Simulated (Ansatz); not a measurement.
Z-matrix (Å, degrees):
```
Si
H 1 1.4857
H 1 1.4878 2 107.57
H 1 1.4888 2 107.36 3 -114.67
Al 1 2.4601 2 113.44 4 -122.06
H 5 1.5832 1 121.66 2 7.09
H 5 1.5836 6 118.82 1 -179.45
```
Charge 0, spin multiplicity 1.

Method: frozen-core CCSD(T)/cc-pVQZ // B3LYP-D3(BJ)/def2-TZVP (Ansatz, a program for electronic structure).

- HF energy = -533.76469 Ha
- MP2 correlation energy = -0.22928 Ha

Question: Estimate the CCSD correlation energy, the (T) correction, the total energy and the T1 diagnostic.

Answer: 
```
Property                         Value
-----------------------  -------------
CCSD correlation energy    -0.27075 Ha
(T) correction             -0.00782 Ha
CCSD(T) total energy     -534.04326 Ha
T1 diagnostic                    0.012
```
